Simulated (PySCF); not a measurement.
**Vertical excitation energies**

Compound: C4H9BFP.
Atom-mapped SMILES: `[BH3-:1][P@H+:2]1[CH2:3][CH:4]=[C:5]([F:6])[CH2:7]1` (hydrogens: H8, H9, H10 on B1; H11 on P2; H12, H13 on C3; H14 on C4; H15, H16 on C7)

Level of theory: TDDFT PBE0/def2-SVPD, vertical, gas phase, core orbitals frozen in the response in PySCF. One conformer (not necessarily the lowest) at the PBE0-D3(BJ)/def2-SVP geometry, without solvent, vibrations or thermal averaging.

```json
{"state": "S1", "E (eV)": "6.51", "λ (nm)": "190.4", "f": "0.025", "main configurations (H = HOMO, L = LUMO)": "H→L (48%), H→L+1 (39%), H→L+2 (11%)"}
{"state": "S2", "E (eV)": "6.71", "λ (nm)": "184.9", "f": "0.026", "main configurations (H = HOMO, L = LUMO)": "H→L+1 (57%), H→L (22%), H→L+2 (15%)"}
{"state": "S3", "E (eV)": "7.05", "λ (nm)": "176.0", "f": "0.019", "main configurations (H = HOMO, L = LUMO)": "H→L+2 (40%), H-3→L (23%), H-1→L (16%)"}
{"state": "S4", "E (eV)": "7.07", "λ (nm)": "175.4", "f": "0.024", "main configurations (H = HOMO, L = LUMO)": "H-1→L (66%), H→L+2 (17%)"}
{"state": "S5", "E (eV)": "7.12", "λ (nm)": "174.1", "f": "0.017", "main configurations (H = HOMO, L = LUMO)": "H-3→L (47%), H-2→L (40%)"}
{"state": "S6", "E (eV)": "7.14", "λ (nm)": "173.7", "f": "0.031", "main configurations (H = HOMO, L = LUMO)": "H-2→L (44%), H-3→L (24%), H-1→L (13%)"}
{"state": "S7", "E (eV)": "7.37", "λ (nm)": "168.2", "f": "0.010", "main configurations (H = HOMO, L = LUMO)": "H-1→L+1 (87%)"}
{"state": "S8", "E (eV)": "7.45", "λ (nm)": "166.4", "f": "0.0088", "main configurations (H = HOMO, L = LUMO)": "H-3→L+1 (44%), H-2→L+1 (39%)"}
{"state": "S9", "E (eV)": "7.52", "λ (nm)": "164.8", "f": "0.022", "main configurations (H = HOMO, L = LUMO)": "H→L+3 (52%), H→L+4 (21%), H-2→L+1 (12%)"}
{"state": "S10", "E (eV)": "7.56", "λ (nm)": "164.1", "f": "0.029", "main configurations (H = HOMO, L = LUMO)": "H-3→L+1 (46%), H-2→L+1 (22%), H→L+3 (12%)"}
```

Triplets, Tamm–Dancoff:

```tsv
state	E (eV)	λ (nm)	main configurations (H = HOMO, L = LUMO)
T1	4.25	291.5	H→L (87%)
T2	6.47	191.6	H→L+1 (82%), H→L+2 (10%)
T3	6.72	184.5	H→L+2 (74%), H→L+1 (12%)
T4	6.76	183.4	H-3→L (63%), H-3→L+2 (17%)
```

The lowest singlet lies at 6.51 eV (190 nm, vacuum ultraviolet) and is weak; its leading configuration is HOMO→LUMO (48%). The strongest level in the table is S6 at 7.14 eV (174 nm, f = 0.031). Löwdin shares by element: HOMO carbon 70% or more, fluorine 11% (atoms not listed hold the other 18%); LUMO carbon 68% (atoms not listed hold the other 32%). The oscillator strengths of these states sum to 0.213; summed over the whole spectrum of an exact calculation they would give the number of electrons, 62 (Thomas–Reiche–Kuhn). Weighted by f, the mean energy of these states is 7.12 eV. The listed states span 1.04 eV, and the widest gap between neighbours is 0.34 eV (S2 to S3). No computed singlet lies in the visible range (380 to 750 nm); the lowest, at 190 nm, stands 3.25 eV above its violet end (3.26 eV). All these states lie below the vertical ionisation energy of 9.71 eV (ΔSCF). Only the lowest 10 singlets were computed, as vertical energies without vibronic structure.

The run took 6.9 min wall on one thread of an Intel Xeon Platinum 8259CL at 2.50 GHz, no GPU, shared host with 96 logical CPUs at a one-minute load of 49, and the process peaked at 0.92 GiB of memory.
